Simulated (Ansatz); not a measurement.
Cartesian coordinates in Å:
```
C -1.297 -0.174 -1.727
Si -0.444 -1.277 -0.467
Si 0.255 -0.057 1.406
C 1.458 1.306 0.929
H -0.623 0.613 -2.074
H -2.178 0.302 -1.292
H -1.617 -0.752 -2.597
H 0.744 -1.927 -1.094
H -1.368 -2.367 -0.038
H -0.941 0.542 2.070
H 0.893 -0.975 2.393
H 2.348 0.888 0.453
H 0.995 2.005 0.228
H 1.776 1.871 1.809
```

Charge 0, multiplicity 1.

(1) List the ωB97M-V/def2-TZVPP orbital energies in eV (the Gaussian-basis code of Ansatz). (Estimate.)

Results:

(1) Ansatz gave: Occupied: -1806.51, -1806.51, -281.06, -281.06, -147.62, -147.62, -101.73, -101.73, -101.73, -101.72, -101.72, -101.72, -22.44, -22.26, -17.68, -15.98, -14.17, -14.07, -13.94, -13.70, -11.82, -11.78, -11.25, -11.19, -9.74. Lowest empty: 1.76, 2.13, 2.72, 3.03, 3.28, 3.55, 3.79, 3.84.
